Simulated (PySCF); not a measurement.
CH10N2OSi2.
Geometry (GFN2-xTB, Å), atoms numbered from 1 in this order:
```
atom  x, y, z in Å
C1     1.827    1.351   -0.129
N2     1.181    0.263   -0.820
Si3    0.425   -1.080   -0.038
O4    -0.295   -1.934   -1.235
Si5   -1.003   -0.338    1.599
N6    -2.414    0.364    0.883
H7     1.840    2.242   -0.761
H8     2.860    1.117    0.156
H9     1.266    1.574    0.775
H10    1.637    0.070   -1.701
H11    1.356   -2.122    0.424
H12   -0.873   -1.494   -1.852
H13   -0.498    0.753    2.445
H14   -1.331   -1.422    2.552
H15   -3.092    0.806    1.484
H16   -2.894   -0.139    0.155
```

Method: TDDFT CAM-B3LYP/def2-SVPD, vertical, gas phase, core orbitals frozen in the response (PySCF). GFN2-xTB frequencies show an imaginary mode (38i cm⁻¹), so this geometry is no minimum at that level.

Problem. What does the calculation give for the low-lying excited states?

Solution. 

```json
{"state": "S1", "E (eV)": "5.50", "E (hartree)": "0.2020", "f": "0.0013", "|μ| (D)": "0.25", "main configurations (H = HOMO, L = LUMO)": "H→L (76%), H-1→L (13%)"}
{"state": "S2", "E (eV)": "5.74", "E (hartree)": "0.2111", "f": "0.016", "|μ| (D)": "0.85", "main configurations (H = HOMO, L = LUMO)": "H-1→L (77%), H→L (9%)"}
{"state": "S3", "E (eV)": "5.96", "E (hartree)": "0.2192", "f": "0.0027", "|μ| (D)": "0.34", "main configurations (H = HOMO, L = LUMO)": "H→L+1 (80%)"}
{"state": "S4", "E (eV)": "6.58", "E (hartree)": "0.2419", "f": "0.021", "|μ| (D)": "0.92", "main configurations (H = HOMO, L = LUMO)": "H-2→L (74%)"}
{"state": "S5", "E (eV)": "6.89", "E (hartree)": "0.2534", "f": "0.020", "|μ| (D)": "0.87", "main configurations (H = HOMO, L = LUMO)": "H-1→L+1 (24%), H→L+2 (23%), H→L+3 (15%)"}
{"state": "S6", "E (eV)": "7.06", "E (hartree)": "0.2596", "f": "0.0064", "|μ| (D)": "0.49", "main configurations (H = HOMO, L = LUMO)": "H-1→L+1 (26%), H→L+2 (20%), H→L+3 (19%)"}
{"state": "S7", "E (eV)": "7.21", "E (hartree)": "0.2650", "f": "0.018", "|μ| (D)": "0.82", "main configurations (H = HOMO, L = LUMO)": "H→L+3 (31%), H→L+2 (31%), H→L+4 (23%)"}
{"state": "S8", "E (eV)": "7.39", "E (hartree)": "0.2715", "f": "0.026", "|μ| (D)": "0.97", "main configurations (H = HOMO, L = LUMO)": "H→L+4 (36%), H-1→L+2 (12%), H→L+3 (10%)"}
```

Triplets, Tamm–Dancoff:

| state | E (eV) | λ (nm) | main configurations (H = HOMO, L = LUMO) |
| --- | --- | --- | --- |
| T1 | 5.05 | 245.3 | H→L (57%), H-1→L (19%) |
| T2 | 5.46 | 227.3 | H-1→L (68%), H→L (14%) |
| T3 | 5.69 | 218.0 | H→L+1 (75%), H→L+3 (9%) |

The lowest singlet lies at 5.50 eV (226 nm, ultraviolet) and is very weak; its leading configuration is HOMO→LUMO (76%). The strongest level in the table is S8 at 7.39 eV (168 nm, f = 0.026). It is the last of those listed, so stronger ones may follow. Löwdin shares by element: HOMO nitrogen 51% or more, silicon 12% or more, carbon 10%, hydrogen 7% or more (atoms not listed hold the other 20%); LUMO silicon 41%, oxygen 14%, nitrogen 8% or more (atoms not listed hold the other 36%). The oscillator strengths of these states sum to 0.112; summed over the whole spectrum of an exact calculation they would give the number of electrons, 66 (Thomas–Reiche–Kuhn). Of the 8 states listed, 5 reach f = 0.01 and none stays under 0.0005. The listed states span 1.89 eV, and the widest gap between neighbours is 0.62 eV (S3 to S4). Singlets were solved by full linear response, triplets in the Tamm–Dancoff approximation.

One conformer stands for the species.

Without π bonds the low states are Rydberg-like; a valence basis with one diffuse set may place them up to an eV too high.
